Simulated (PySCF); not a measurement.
**Optical rotation: `CS[C@@H]1C[S@@](=O)[C@@H]1F`, C4H7FOS2**

Geometry:
```json
{"atom": "C1", "x (Å)": "-2.520", "y (Å)": "0.095", "z (Å)": "0.300"}
{"atom": "S2", "x (Å)": "-1.084", "y (Å)": "-0.810", "z (Å)": "0.912"}
{"atom": "C3", "x (Å)": "0.123", "y (Å)": "-0.428", "z (Å)": "-0.388"}
{"atom": "C4", "x (Å)": "1.439", "y (Å)": "-1.114", "z (Å)": "-0.031"}
{"atom": "S5", "x (Å)": "1.978", "y (Å)": "0.349", "z (Å)": "0.997"}
{"atom": "O6", "x (Å)": "3.350", "y (Å)": "0.796", "z (Å)": "0.617"}
{"atom": "C7", "x (Å)": "0.719", "y (Å)": "0.970", "z (Å)": "-0.247"}
{"atom": "F8", "x (Å)": "-0.089", "y (Å)": "1.982", "z (Å)": "0.122"}
{"atom": "H9", "x (Å)": "-2.328", "y (Å)": "1.174", "z (Å)": "0.269"}
{"atom": "H10", "x (Å)": "-3.338", "y (Å)": "-0.107", "z (Å)": "1.006"}
{"atom": "H11", "x (Å)": "-2.817", "y (Å)": "-0.269", "z (Å)": "-0.696"}
{"atom": "H12", "x (Å)": "-0.301", "y (Å)": "-0.667", "z (Å)": "-1.376"}
{"atom": "H13", "x (Å)": "1.394", "y (Å)": "-2.075", "z (Å)": "0.497"}
{"atom": "H14", "x (Å)": "2.146", "y (Å)": "-1.159", "z (Å)": "-0.873"}
{"atom": "H15", "x (Å)": "1.327", "y (Å)": "1.265", "z (Å)": "-1.121"}
```

Computed with PySCF 2.14.0, TDDFT wB97X-D/def2-SVPD circular dichroism and optical rotation, one conformer, gas phase. Geometry: PBE0-D3(BJ)/def2-SVP.

The molecule is flexible and this is one conformer; a measurement averages over conformers.

Stereocentres: C3 R, S5 R, C7 S.

(1) Give the optical rotatory dispersion at 633, 589.3, 546, 436, 405, 365, 355 nm.

(2) And for the mirror image at 589.3 nm?

(3) What is the molar rotation [Φ] = [α]·M/100 of the geometry above at 589.3 nm?

Answers

(1) [α] in deg dm⁻¹ (g/mL)⁻¹:
```csv
λ (nm),origin-invariant length gauge,modified velocity gauge,length gauge (centre of mass),isotropic polarisability (au)
633,+103.1,+101.9,+102.2,93.4
589.3,+122.0,+120.6,+120.9,93.8
546,+146.8,+145.1,+145.5,94.2
436,+265.8,+263.1,+263.3,96.1
405,+330.9,+327.8,+327.7,97.0
365,+466.8,+463.1,+462.2,98.5
355,+516.6,+512.7,+511.6,99.0
```

(2) -122.0 deg dm⁻¹ (g/mL)⁻¹ (origin-invariant length gauge): the same size and the opposite sign.

(3) With M = 154.22 g/mol, +188.2 deg cm² dmol⁻¹ (origin-invariant length gauge).

The first excitation lies at 5.30 eV (234 nm) with R = +21.7 × 10⁻⁴⁰ esu² cm² (velocity form).
